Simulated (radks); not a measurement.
Results of a calculation; reference values are marked as such.
The table gives one normalised radial function P(r) = r R(r) of Dy+ in [Kr] 4d10 4f10 5s2 5p4 6s1 6p2 (r in bohr). Code: a radial shooting solver on a logarithmic mesh with Libxc functionals. Model: scalar-relativistic Kohn-Sham, XLYP, spin-polarised, spherical densities, finite nucleus; open shells are filled with parallel spins first (spin-orbit coupling, left out, can overturn this in heavy ions); Fermi nuclear charge, rms radius 5.2218 fm.

r	P
0.002233	0.0860
0.003027	0.1056
0.004135	0.1272
0.005604	0.1473
0.007656	0.1621
0.01038	0.1638
0.01418	0.1419
0.01921	0.0869
0.02604	-0.0065
0.03557	-0.1304
0.04821	-0.2359
0.06586	-0.2512
0.08925	-0.1068
0.1219	0.1741
0.1653	0.3741
0.2258	0.2279
0.306	-0.2417
0.418	-0.5600
0.5665	-0.2363
0.7739	0.5297
1.049	1.0181
1.433	0.9110
1.942	0.4877
2.653	0.1506
3.596	0.0256
4.912	0.0018
6.657	0.0000
9.095	0.0000
12.33	0.0000

Which n and l does it have? It may be an empty orbital.

Answer. n = 5, l = 0: the number of nodes gives n - l - 1 = 4, the rise at small r (about r^(l+1), flatter next to the nucleus through relativity) gives l, and the extent must fit the shell. The curve is that of 5s down; the table hardly tells the two spins apart. 5s down: eigenvalue -64.880 eV, 4 radial nodes at r = 0.0256, 0.101, 0.265, 0.628 bohr, <r> = 1.28 bohr, 90 % of the charge inside 1.85 bohr.
